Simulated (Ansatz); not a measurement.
Total energies of `[CH3][GeH]([F])[Br]`.

Cartesian coordinates in Å:
```
C -0.839 -0.253 -0.643
Ge 0.532 0.249 0.617
F 0.983 -1.182 1.491
Br 2.423 0.932 -0.495
H -1.125 0.611 -1.244
H -0.453 -1.035 -1.296
H -1.710 -0.626 -0.104
H 0.189 1.304 1.675
```

The species carries charge 0 and has multiplicity 1. Correlated methods include outer-core shells of Br, Ge, which these sets cover unevenly. Scalar relativity is left out up to krypton. All single points use the PBE0-D4/def2-TZVP geometry. Basis def2-TZVPP, Ansatz.

RPA on PBE orbitals: Hartree–Fock energy of these orbitals -4787.51290 Eh, correlation -1.47250 Eh (frozen core).

```json
{"functional": "LDA (SPW92)", "energy without D4 (Eh)": "-4783.92700", "D4 term (kJ/mol)": "–"}
{"functional": "revPBE", "energy without D4 (Eh)": "-4791.23852", "D4 term (kJ/mol)": "-43.6"}
{"functional": "BLYP", "energy without D4 (Eh)": "-4791.71506", "D4 term (kJ/mol)": "-34.8"}
{"functional": "r2SCAN", "energy without D4 (Eh)": "-4791.58284", "D4 term (kJ/mol)": "-3.7"}
{"functional": "B97M-V", "energy without D4 (Eh)": "-4790.78690", "D4 term (kJ/mol)": "–"}
{"functional": "PBE0", "energy without D4 (Eh)": "-4790.96601", "D4 term (kJ/mol)": "-13.7"}
{"functional": "r2SCANh", "energy without D4 (Eh)": "-4791.56763", "D4 term (kJ/mol)": "-4.1"}
{"functional": "r2SCAN0", "energy without D4 (Eh)": "-4791.54646", "D4 term (kJ/mol)": "-4.5"}
{"functional": "HSE06 (plane-wave form)", "energy without D4 (Eh)": "-4790.96444", "D4 term (kJ/mol)": "-12.9"}
{"functional": "BHLYP", "energy without D4 (Eh)": "-4791.58098", "D4 term (kJ/mol)": "-22.2"}
{"functional": "CAM-B3LYP", "energy without D4 (Eh)": "-4791.87168", "D4 term (kJ/mol)": "-14.2"}
{"functional": "LC-ωPBE", "energy without D4 (Eh)": "-4790.96782", "D4 term (kJ/mol)": "–"}
{"functional": "ωB97M-V", "energy without D4 (Eh)": "-4791.36009", "D4 term (kJ/mol)": "–"}
{"functional": "PBE-QIDH", "energy without D4 (Eh)": "-4790.31728", "D4 term (kJ/mol)": "–"}
```

Question: Give the same for PBE, B3LYP, ωB97X-V, B2PLYP. (Estimate.)

Answer: Ansatz gave: 
```csv
functional,energy without D4 (Eh),D4 term (kJ/mol)
PBE,-4790.81294,-16.2
B3LYP,-4791.74850,-26.3
ωB97X-V,-4791.20164,–
B2PLYP,-4790.82927,–
```

B3LYP takes the VWN-RPA correlation (the form of Gaussian; ORCA's B3LYP/G). HSE06 is the plane-wave form, built on full-range PBE exchange. The double hybrids freeze the cores in their second-order part.

LC-ωPBE has ω = 0.4 bohr⁻¹.
